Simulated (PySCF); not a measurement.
Point-charge models of `C#CCC(=O)C(=C)[SiH2]N` against its computed dipole.

Coordinates (GFN2-xTB, Å) and charges (e) from the PBE0/pcSseg-1 density (PySCF):

```json
{"atom": "C1", "x": "-2.285", "y": "-0.881", "z": "-2.084", "Mulliken": "-0.3704", "IAO": "-0.2449", "Hirshfeld": "-0.1192", "ESP-fitted": "-0.5387"}
{"atom": "C2", "x": "-2.295", "y": "-0.368", "z": "-1.004", "Mulliken": "+0.1473", "IAO": "-0.0274", "Hirshfeld": "-0.0409", "ESP-fitted": "+0.1694"}
{"atom": "C3", "x": "-2.281", "y": "0.281", "z": "0.289", "Mulliken": "-0.1346", "IAO": "-0.3267", "Hirshfeld": "-0.0596", "ESP-fitted": "-0.4198"}
{"atom": "C4", "x": "-0.903", "y": "0.852", "z": "0.601", "Mulliken": "+0.3144", "IAO": "+0.3904", "Hirshfeld": "+0.1653", "ESP-fitted": "+0.6632"}
{"atom": "O5", "x": "-0.763", "y": "1.995", "z": "0.980", "Mulliken": "-0.3586", "IAO": "-0.4030", "Hirshfeld": "-0.2123", "ESP-fitted": "-0.5125"}
{"atom": "C6", "x": "0.264", "y": "-0.011", "z": "0.399", "Mulliken": "-0.5906", "IAO": "-0.3181", "Hirshfeld": "-0.1013", "ESP-fitted": "-0.2505"}
{"atom": "C7", "x": "0.238", "y": "-1.327", "z": "0.578", "Mulliken": "-0.0216", "IAO": "-0.2425", "Hirshfeld": "-0.0563", "ESP-fitted": "-0.2763"}
{"atom": "Si8", "x": "1.819", "y": "1.022", "z": "0.066", "Mulliken": "+0.8341", "IAO": "+0.9034", "Hirshfeld": "+0.3538", "ESP-fitted": "+0.7074"}
{"atom": "N9", "x": "3.009", "y": "-0.134", "z": "-0.410", "Mulliken": "-0.6342", "IAO": "-0.8477", "Hirshfeld": "-0.3176", "ESP-fitted": "-1.0666"}
{"atom": "H10", "x": "-2.295", "y": "-1.340", "z": "-3.027", "Mulliken": "+0.0415", "IAO": "+0.2016", "Hirshfeld": "+0.0917", "ESP-fitted": "+0.3333"}
{"atom": "H11", "x": "-2.536", "y": "-0.445", "z": "1.067", "Mulliken": "+0.1778", "IAO": "+0.1796", "Hirshfeld": "+0.0665", "ESP-fitted": "+0.1609"}
{"atom": "H12", "x": "-3.014", "y": "1.091", "z": "0.313", "Mulliken": "+0.1764", "IAO": "+0.1904", "Hirshfeld": "+0.0659", "ESP-fitted": "+0.1781"}
{"atom": "H13", "x": "-0.648", "y": "-1.872", "z": "0.869", "Mulliken": "+0.1213", "IAO": "+0.1496", "Hirshfeld": "+0.0508", "ESP-fitted": "+0.1537"}
{"atom": "H14", "x": "1.134", "y": "-1.915", "z": "0.466", "Mulliken": "+0.1243", "IAO": "+0.1627", "Hirshfeld": "+0.0530", "ESP-fitted": "+0.1746"}
{"atom": "H15", "x": "2.328", "y": "1.612", "z": "1.300", "Mulliken": "-0.0922", "IAO": "-0.1285", "Hirshfeld": "-0.0781", "ESP-fitted": "-0.1160"}
{"atom": "H16", "x": "1.476", "y": "2.043", "z": "-0.932", "Mulliken": "-0.1158", "IAO": "-0.1575", "Hirshfeld": "-0.0915", "ESP-fitted": "-0.1498"}
{"atom": "H17", "x": "2.789", "y": "-0.783", "z": "-1.149", "Mulliken": "+0.1890", "IAO": "+0.2568", "Hirshfeld": "+0.1126", "ESP-fitted": "+0.3865"}
{"atom": "H18", "x": "3.956", "y": "0.188", "z": "-0.520", "Mulliken": "+0.1918", "IAO": "+0.2617", "Hirshfeld": "+0.1169", "ESP-fitted": "+0.4031"}
```

**Question.** Compute μ = Σ q r for each scheme (1 e·Å = 4.803 D) and compare with the dipole of the full density.

**Answer.** The full density gives (0.54, -2.83, -1.33) D, 3.18 D in size; dipole vectors point from the negative to the positive end.

```tsv
scheme	μx	μy	μz	size (D)	share of the full size (%)	angle to the full dipole (°)
Mulliken	0.66	-0.70	2.13	2.34	74	94
IAO	0.42	-1.87	-0.87	2.11	66	2
Hirshfeld	0.34	-1.71	-0.38	1.78	56	12
ESP-fitted	0.51	-2.85	-1.34	3.19	100	0
```

**Question.** Which set comes closest?

**Answer.** Length of the difference vector: ESP-fitted 0.03 D, IAO 1.07 D, Hirshfeld 1.49 D, Mulliken 4.07 D. Closest: ESP-fitted. 

**Question.** What is left for the Hirshfeld atoms' own dipoles?

**Answer.** The Hirshfeld atoms' densities add up to the full density, so μ = Σ q r + Σ (atomic dipoles). The atomic dipoles sum to (0.54, -2.83, -1.33) − (0.34, -1.71, -0.38) = (0.20, -1.12, -0.95) D, 1.49 D in size.

**Question.** With the origin at the mean of the coordinates, (0.000, 0.000, -0.122) Å, which are the largest single terms, by size, of the ESP-fitted dipole along the direction of the full one?

**Answer.** O5 +5.83, C4 -3.87, N9 -3.84, H10 +3.24, C1 -3.17 D; all 18 atoms together +3.19 D. The single terms depend on the origin, their sum doesn't.

**Question.** Give the size of the full dipole in other units.

**Answer.** 3.18 D = 1.250 au = 0.662 e·Å = 10.60 × 10⁻³⁰ C·m.

One conformer (not necessarily the lowest) at the GFN2-xTB geometry, without solvent, vibrations or thermal averaging.

These values come from a run that also computed NMR shieldings. Hardware: Arm Neoverse N1, one thread, no GPU, shared host with 64 logical CPUs at a one-minute load of 60. Cost: 71 s of wall time, 0.92 GiB resident at most.

Shape of the structure used: `[CH:1]#[C:2][CH2:3][C:4](=[O:5])[C:6](=[CH2:7])[SiH2:8][NH2:9]`: C2–C3–C4–O5 130°, C3–C4–C6–C7 -33°, C4–C6–Si8–N9 -171°, H–N9–Si8–C6 52°, H–N9–Si8–C6 -172°.
